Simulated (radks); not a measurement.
The numbers below are computed, except where a source is named.
Pm+, 60 electrons, occupied as [Xe] 4f5 6s1. Code: a radial shooting solver on a logarithmic mesh with Libxc functionals. Model: scalar-relativistic Kohn-Sham, LDA (Slater exchange, Perdew-Wang correlation), spin-polarised, spherical densities, point nucleus; open shells are filled with parallel spins first (spin-orbit coupling, left out, can overturn this in heavy ions).

X-ray form factor f0, the Fourier transform of the density (f0(0) = 60):

| sin(theta)/lambda (1/angstrom) | f0 (electrons) |
|---|---|
| 0.05 | 58.973 |
| 0.1 | 56.398 |
| 0.15 | 53.135 |
| 0.2 | 49.691 |
| 0.25 | 46.306 |
| 0.3 | 43.129 |
| 0.4 | 37.651 |
| 0.5 | 33.237 |
| 0.6 | 29.566 |
| 0.8 | 23.807 |
| 1 | 19.856 |
| 1.25 | 16.720 |
| 1.5 | 14.505 |
| 2 | 10.729 |
